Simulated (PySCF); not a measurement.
First SCF of a structure search on singlet SeO(OH)2, at a hand-made trigonal pyramidal (heavy-atom frame) geometry. PySCF input:

```python
from pyscf import gto, scf, dft
mol = gto.M(atom='''
Se     0.000000     0.000000     0.000000
O      1.448000     0.000000     0.769900
O     -0.790200     1.368700     0.840400
O     -0.790200    -1.368700     0.840400
H     -0.425800     2.208300     1.130100
H     -1.699500    -1.472900     1.130100''',
    basis={'Se': 'def2-SVP', 'O': 'def2-SVP', 'H': 'def2-SVP'},
    charge=0, spin=0)
mf = dft.RKS(mol, xc='B3LYP')
mf.grids.atom_grid = (50, 194)
aux = {'Se': 'def2-universal-JKFIT', 'O': 'def2-universal-JKFIT', 'H': 'def2-universal-JKFIT'}
mf = mf.density_fit(auxbasis=aux)
mf.conv_tol = 1e-08
mf.diis_space = 10
mf.max_cycle = 60
mf.init_guess = 'minao'
mf.verbose = 4
mf.kernel()
```

Excerpt of the output (cycles and frontier levels):

```
init E= -2627.48782729429
  HOMO = -0.35360261371211  LUMO = -0.0815670948844129  gap/eV = 7.40246
cycle= 1 E= -2627.5169463382  delta_E= -0.0291  |g|= 1.38  |ddm|= 2.93
  HOMO = -0.0973847698281785  LUMO = 0.0208615964655254  gap/eV = 3.21765
cycle= 2 E= -2624.83102362829  delta_E= 2.69  |g|= 3.46  |ddm|= 4.38
  HOMO = -0.229253053195433  LUMO = -0.0217732333450362  gap/eV = 5.64581
cycle= 3 E= -2627.62159803773  delta_E= -2.79  |g|= 1.14  |ddm|= 3.95
  HOMO = -0.265567863342857  LUMO = -0.0324270154114026  gap/eV = 6.34409
cycle= 4 E= -2627.89418954278  delta_E= -0.273  |g|= 0.152  |ddm|= 1.05
  HOMO = -0.276107588928577  LUMO = -0.0416443669774229  gap/eV = 6.38007
cycle= 5 E= -2627.89870569943  delta_E= -0.00452  |g|= 0.0424  |ddm|= 0.184
  HOMO = -0.272028416444934  LUMO = -0.0338489664951953  gap/eV = 6.48119
cycle= 6 E= -2627.89907838206  delta_E= -0.000373  |g|= 0.0173  |ddm|= 0.0538
  HOMO = -0.27392612090742  LUMO = -0.03447457484577  gap/eV = 6.51581
cycle= 7 E= -2627.89913833688  delta_E= -6e-05  |g|= 0.0053  |ddm|= 0.0149
  HOMO = -0.274178171730686  LUMO = -0.0344746149951174  gap/eV = 6.52267
cycle= 8 E= -2627.89914236909  delta_E= -4.03e-06  |g|= 0.00324  |ddm|= 0.00643
  HOMO = -0.274209579829986  LUMO = -0.0344964883523518  gap/eV = 6.52293
cycle= 9 E= -2627.89914441269  delta_E= -2.04e-06  |g|= 0.000351  |ddm|= 0.00277
  HOMO = -0.274184106985337  LUMO = -0.0344836585451449  gap/eV = 6.52258
cycle= 10 E= -2627.89914444069  delta_E= -2.8e-08  |g|= 6.43e-05  |ddm|= 0.000354
  HOMO = -0.274183628573132  LUMO = -0.0344861584245164  gap/eV = 6.52250
cycle= 11 E= -2627.89914444149  delta_E= -7.98e-10  |g|= 2.08e-05  |ddm|= 5.6e-05
  HOMO = -0.274177290256705  LUMO = -0.0344849356348282  gap/eV = 6.52236
Extra cycle  E= -2627.89914444092  delta_E= 5.69e-10  |g|= 5.67e-05  |ddm|= 6.51e-05
converged SCF energy = -2627.89914444092
```

No lower solution of this spin was found by a stability analysis within the restricted form, which does not test spin polarisation.

The search for the lowest solution, with the stability check, took 6.5 s on 2 threads of a shared Arm Neoverse V1 host, with 84 basis functions; the process peaked at 0.4 GiB. Launch command: `OMP_NUM_THREADS=2 python axn.py task.json out`.
